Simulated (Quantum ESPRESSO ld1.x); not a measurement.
Values are calculated unless marked as measured or tabulated.
Question: Coherent X-ray form factor from a spherical all-electron density. Code: ld1.x of Quantum ESPRESSO 7.5. Model: scalar-relativistic Kohn-Sham, LDA (Slater exchange, Perdew-Wang correlation), spin-polarised, spherical densities, point nucleus.

| sin(theta)/lambda (1/angstrom) | f0 (electrons) |
|---|---|
| 0.05 | 21.759 |
| 0.1 | 21.068 |
| 0.15 | 20.010 |
| 0.2 | 18.699 |
| 0.25 | 17.257 |
| 0.3 | 15.787 |
| 0.4 | 13.066 |
| 0.5 | 10.882 |
| 0.6 | 9.282 |
| 0.8 | 7.382 |
| 1 | 6.353 |
| 1.25 | 5.385 |
| 1.5 | 4.477 |
| 2 | 2.959 |

The species is in the configuration that NIST lists as its ground one. Which atom or ion scatters so?

Answer: The manganese ion Mn3+, [Ar] 3d4. Extrapolating in s^2 from the first two rows gives f0(0) = 22.0, near the electron count 22; among species with that count, the fall with angle is slower the higher Z, and the table is that of Z = 25; from so few rows the species is fixed only to a neighbour or two.
